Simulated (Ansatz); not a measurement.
Consider the hydrogenolysis of the Si–Cl bond: `O[Si]1(Cl)C=N1` + H₂ → `O[SiH]1C=N1` + HCl.

Isolated molecules relaxed with PBE0-D4/def2-TZVP in Ansatz; ΔE leaves out vibrations. CCSD(T)/CBS adds triple-zeta CCSD(T) − MP2 to the extrapolated MP2 energy (def2 sets, frozen cores). This one scheme is used for every species. DFT in def2-TZVPP. B3LYP here is the variant with VWN-RPA as its local correlation; programs differ in this. Each species was taken in one conformer, which may not be the lowest.

```json
{"level": "CAM-B3LYP-D4", "ΔE (kJ/mol)": "65.0", "difference from CCSD(T)/CBS": "-4.5"}
{"level": "ωB97X-V", "ΔE (kJ/mol)": "68.3", "difference from CCSD(T)/CBS": "-1.2"}
{"level": "B2PLYP", "ΔE (kJ/mol)": "65.2", "difference from CCSD(T)/CBS": "-4.3"}
{"level": "PBE-QIDH", "ΔE (kJ/mol)": "69.7", "difference from CCSD(T)/CBS": "0.2"}
{"level": "revPBE", "ΔE (kJ/mol)": "62.3", "difference from CCSD(T)/CBS": "-7.2"}
{"level": "B3LYP", "ΔE (kJ/mol)": "59.5", "difference from CCSD(T)/CBS": "-10.0"}
{"level": "r2SCANh", "ΔE (kJ/mol)": "72.9", "difference from CCSD(T)/CBS": "3.4"}
{"level": "MP2/def2-SVP", "ΔE (kJ/mol)": "61.3", "difference from CCSD(T)/CBS": "-8.2"}
{"level": "HF/def2-TZVPP", "ΔE (kJ/mol)": "56.5", "difference from CCSD(T)/CBS": "-13.0"}
{"level": "MP2/def2-QZVPP", "ΔE (kJ/mol)": "77.0", "difference from CCSD(T)/CBS": "7.5"}
{"level": "CCSD(T)/CBS", "ΔE (kJ/mol)": "69.5", "difference from CCSD(T)/CBS": "0"}
```

Q: What do rigid-rotor, harmonic-oscillator terms from PBE0-D4/def2-TZVP frequencies (298.15 K, 1 bar) make of the CCSD(T)/CBS value? (Estimate.)

A: The calculation gave: ΔZPE = +7.9 kJ/mol, ΔH = +74.7 kJ/mol, ΔS = 24 J/(mol·K), ΔG = +67.5 kJ/mol.

Largest T1 diagnostic among the species: 0.014.

The D4 term adds +9.0 kJ/mol with B3LYP and +4.8 kJ/mol with PBE0; it sums over pairs of atoms, weighted by their polarisabilities, and B3LYP, whose exchange is more repulsive, gets the larger term. In def2-TZVPP, CCSD(T) changes the Hartree–Fock value by +9.0 kJ/mol (the triples alone add +3.6 kJ/mol) and MP2 by +18.2 kJ/mol.
